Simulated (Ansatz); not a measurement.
Steps of a relaxation of C₃H₃F₂I (`FC(F)/C=C/I`) with RKS PBE0-D4/def2-TZVP.

```sh
$ ansatz run in.yaml --threads 4 --pin off --events-out ev --progress --plain --max-ram 10444MiB
```

```yaml
crystal:
  periodic: [false, false, false]
  atoms:
    - {symbol: F, position_ang: [-1.893470, 0.477186, 1.041017]}
    - {symbol: C, position_ang: [-1.168006, -0.277574, 0.155110]}
    - {symbol: F, position_ang: [-0.876408, -1.473008, 0.749551]}
    - {symbol: C, position_ang: [0.081634, 0.466858, -0.232699]}
    - {symbol: C, position_ang: [1.301985, -0.067825, -0.083242]}
    - {symbol: I, position_ang: [3.086261, 0.911979, -0.601242]}
    - {symbol: H, position_ang: [-1.823946, -0.483075, -0.725355]}
    - {symbol: H, position_ang: [-0.076196, 1.474487, -0.650457]}
    - {symbol: H, position_ang: [1.456746, -1.075328, 0.330216]}
basis:
  gaussian: {orbitals: def2-TZVP}
hamiltonian: {xc: pbe0, dispersion: d4}
relax: {f_tol: 0.005, max_steps: 150}
```

Positions (Å) and forces (eV/Å) along the path, 9 of 9 steps:

```xyz
9
step=1 energy=-16689.0305 eV
F    -1.893    0.477    1.041    0.289   -0.387   -0.301
C    -1.168   -0.278    0.155   -0.097   -0.050   -0.253
F    -0.876   -1.473    0.750   -0.200    0.567   -0.188
C     0.082    0.467   -0.233    0.759   -0.107    0.053
C     1.302   -0.068   -0.083   -0.594    0.106   -0.010
I     3.086    0.912   -0.601   -0.509   -0.235    0.123
H    -1.824   -0.483   -0.725    0.341    0.086    0.576
H    -0.076    1.474   -0.650    0.085   -0.560    0.236
H     1.457   -1.075    0.330   -0.073    0.580   -0.235
9
step=2 energy=-16689.0787 eV
F    -1.879    0.473    1.030    0.089   -0.113   -0.104
C    -1.156   -0.274    0.147   -0.038   -0.020   -0.004
F    -0.876   -1.462    0.744   -0.061    0.197   -0.079
C     0.092    0.463   -0.229   -0.002   -0.082    0.019
C     1.295   -0.070   -0.080   -0.247   -0.083    0.054
I     3.032    0.906   -0.601    0.162    0.070   -0.035
H    -1.808   -0.479   -0.718    0.120    0.038    0.154
H    -0.060    1.460   -0.640    0.015   -0.150    0.061
H     1.449   -1.064    0.329   -0.039    0.143   -0.067
9
step=3 energy=-16689.0826 eV
F    -1.878    0.473    1.027    0.022   -0.014   -0.020
C    -1.156   -0.274    0.147    0.005   -0.020    0.036
F    -0.879   -1.457    0.746   -0.011    0.035   -0.011
C     0.090    0.460   -0.229    0.000   -0.024    0.014
C     1.292   -0.068   -0.081   -0.038   -0.007   -0.019
I     3.041    0.908   -0.597    0.017    0.012   -0.004
H    -1.803   -0.479   -0.713    0.002    0.005   -0.011
H    -0.064    1.451   -0.638   -0.006    0.018    0.000
H     1.446   -1.060    0.319    0.009   -0.007    0.015
9
step=4 energy=-16689.0826 eV
F    -1.876    0.473    1.027   -0.001    0.003    0.001
C    -1.156   -0.274    0.147    0.001   -0.007    0.016
F    -0.881   -1.457    0.745   -0.003    0.004    0.000
C     0.090    0.458   -0.229    0.007   -0.002   -0.006
C     1.291   -0.070   -0.085    0.000    0.011    0.029
I     3.041    0.908   -0.599   -0.004   -0.001   -0.002
H    -1.803   -0.478   -0.714   -0.002    0.000   -0.011
H    -0.064    1.452   -0.635   -0.003    0.003   -0.009
H     1.447   -1.059    0.325    0.006   -0.011   -0.018
9
step=5 energy=-16689.0827 eV
F    -1.877    0.473    1.026    0.000    0.002    0.000
C    -1.156   -0.274    0.148   -0.001   -0.005    0.005
F    -0.881   -1.457    0.747   -0.002    0.003    0.000
C     0.090    0.459   -0.228    0.006    0.001   -0.001
C     1.292   -0.069   -0.083   -0.003   -0.003    0.002
I     3.041    0.909   -0.598   -0.002    0.000    0.000
H    -1.802   -0.478   -0.714    0.000    0.000   -0.005
H    -0.064    1.451   -0.636   -0.001    0.001    0.001
H     1.447   -1.061    0.321    0.004    0.000   -0.002
9
step=6 energy=-16689.0827 eV
F    -1.879    0.474    1.024    0.003    0.003   -0.004
C    -1.156   -0.274    0.148    0.011    0.003    0.018
F    -0.881   -1.455    0.750   -0.004   -0.004   -0.003
C     0.090    0.459   -0.227   -0.003    0.001    0.001
C     1.292   -0.070   -0.084   -0.005    0.000    0.003
I     3.040    0.909   -0.598   -0.001    0.000    0.000
H    -1.801   -0.479   -0.714   -0.007   -0.006   -0.010
H    -0.064    1.452   -0.633    0.000    0.005   -0.002
H     1.447   -1.062    0.319    0.006   -0.003   -0.001
9
step=7 energy=-16689.0828 eV
F    -1.880    0.475    1.023    0.001    0.002   -0.002
C    -1.156   -0.274    0.148    0.004    0.004    0.005
F    -0.882   -1.455    0.750   -0.001   -0.003   -0.002
C     0.090    0.458   -0.227   -0.002    0.000    0.002
C     1.292   -0.070   -0.084   -0.003   -0.001    0.000
I     3.040    0.910   -0.599    0.000    0.000    0.000
H    -1.800   -0.480   -0.715   -0.002   -0.004   -0.003
H    -0.064    1.452   -0.633    0.001    0.001    0.000
H     1.448   -1.062    0.318    0.002    0.000    0.000
9
step=8 energy=-16689.0828 eV
F    -1.881    0.475    1.022    0.001    0.001    0.000
C    -1.156   -0.274    0.148   -0.001    0.005    0.002
F    -0.882   -1.454    0.752    0.001   -0.003    0.001
C     0.090    0.459   -0.226    0.004    0.004    0.000
C     1.292   -0.070   -0.084   -0.003    0.000   -0.001
I     3.040    0.909   -0.599    0.000    0.000    0.000
H    -1.799   -0.482   -0.715   -0.003   -0.002   -0.005
H    -0.064    1.453   -0.631    0.000   -0.006    0.002
H     1.448   -1.063    0.316    0.003   -0.001    0.000
9
step=9 energy=-16689.0828 eV
F    -1.881    0.476    1.021    0.000    0.000    0.000
C    -1.156   -0.274    0.148   -0.001    0.003   -0.001
F    -0.882   -1.454    0.753    0.001   -0.002    0.001
C     0.090    0.459   -0.226    0.000    0.000    0.000
C     1.292   -0.070   -0.084   -0.001   -0.001    0.000
I     3.040    0.910   -0.599    0.000    0.001    0.000
H    -1.799   -0.482   -0.715    0.000    0.000    0.000
H    -0.064    1.453   -0.630    0.000   -0.001    0.001
H     1.449   -1.063    0.316    0.000    0.000    0.000
```

It took 41 s on 4 threads of an Arm Neoverse V2 on a shared host, with 0.63 GiB of host memory at the peak.
